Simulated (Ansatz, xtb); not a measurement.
# Two conformers of Br2H2OSi2

We compare I, `[SiH]O[SiH](Br)Br`, a singlet, with II, `[SiH]O[SiH](Br)Br`, a singlet. Both are isolated molecules in the gas phase, relaxed with B3LYP/6-31G*.

I (Å):

| atom | x (Å) | y (Å) | z (Å) |
| --- | --- | --- | --- |
| Br | 1.7199 | 0.2840 | 1.2816 |
| Br | 2.3547 | -2.4208 | -1.0977 |
| O | 0.2337 | -0.1004 | -1.4906 |
| Si | -1.1781 | 0.3155 | -2.3130 |
| Si | 0.8187 | -1.0367 | -0.2695 |
| H | -2.1416 | -0.5906 | -1.5073 |
| H | -0.2496 | -1.8383 | 0.3577 |

II (Å):

```yaml
atoms:
  - { symbol: Br, position_ang: [-1.8001, -0.6177, 2.9646] }
  - { symbol: Br, position_ang: [0.9694, -2.9192, 2.3409] }
  - { symbol: O, position_ang: [0.2182, -0.4777, 0.4683] }
  - { symbol: Si, position_ang: [-0.5003, -0.2472, -1.0365] }
  - { symbol: Si, position_ang: [0.2345, -0.8312, 2.0682] }
  - { symbol: H, position_ang: [-1.9617, -0.4645, -0.5964] }
  - { symbol: H, position_ang: [1.1501, 0.0853, 2.7665] }
```

Which of the two would you expect CCSD(T)/def2-SVP + ΔMP2/def2-TZVPP electronic energies to favour?

Too close to call at this level: CCSD(T)/def2-SVP + ΔMP2/def2-TZVPP gives E(II) − E(I) = −0.15 kcal/mol.

Level by level:

```tsv
level	geometry	E(II) − E(I) (kcal/mol)	departure from the last row (kcal/mol)	job, with rough time for the two
B3LYP/6-31G*	B3LYP/6-31G*	−0.57	−0.41	optimisation, 2.9 min
HF/def2-SVP	B3LYP/6-31G*	−0.79	−0.64	part of the CCSD(T) run
MP2/def2-SVP	B3LYP/6-31G*	−0.28	−0.13	part of the CCSD(T) run
CCSD(T)/def2-SVP	B3LYP/6-31G*	−0.24	−0.09	single point
CCSD(T)/def2-SVP + ΔMP2/def2-TZVPP	B3LYP/6-31G*	−0.15		single point, 78 s
```

The largest departure from CCSD(T)/def2-SVP + ΔMP2/def2-TZVPP is that of HF/def2-SVP, 0.64 kcal/mol. Levels run at GFN2-xTB geometries aren't shown. The last row adds to CCSD(T) the change of the MP2 difference between the two basis sets, here +0.09 kcal/mol.

With harmonic frequencies from B3LYP/6-31G* (ideal gas, rigid rotor, one conformer each, 298.15 K, 1 atm): on the last row, ΔE + ΔZPE = −0.14 kcal/mol. A mode under 50 cm⁻¹ makes harmonic enthalpies and free energies unreliable, so none is given.

The correlated steps freeze 29 core orbitals; the filled d shell of Br is correlated, in a basis made for valence electrons. Programs: Ansatz 0.2.0; the last row on 2 threads of Intel(R) Xeon(R) Platinum 8259CL CPU @ 2.50GHz (Skylake/Cascade Lake) on a shared host.
